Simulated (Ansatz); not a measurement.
Frontier orbitals of C2H7FSn, SMILES `FC[CH2][SnH3]`.

Charge 0, multiplicity 1. Correlated methods include outer-core shells of Sn, which these sets cover unevenly. Sn takes the def2 core potential. All single points use the PBE0-D4/def2-TZVP geometry. It is one conformer, not always the lowest. Basis def2-TZVPP, Ansatz.

```
             functional  HOMO (eV)  LUMO (eV)  gap (eV)
                    PBE      -7.27      -0.60      6.67
                 revPBE      -7.20      -0.52      6.68
                   PBE0      -8.51       0.13      8.64
                r2SCANh      -8.00       0.10      8.10
HSE06 (plane-wave form)      -8.12      -0.22      7.90
                  BHLYP      -9.62       0.74     10.36
              CAM-B3LYP      -9.83       0.90     10.73
                ωB97M-V     -10.68       1.43     12.11
```

Against PBE, PBE0 changes HOMO and LUMO by −1.25 and +0.73 eV, ωB97M-V by −3.42 and +2.03 eV. A gap of 6.67 eV thus becomes 12.11 eV for the same molecule, so an orbital gap means little without its functional. A positive LUMO is unbound and depends on the basis.
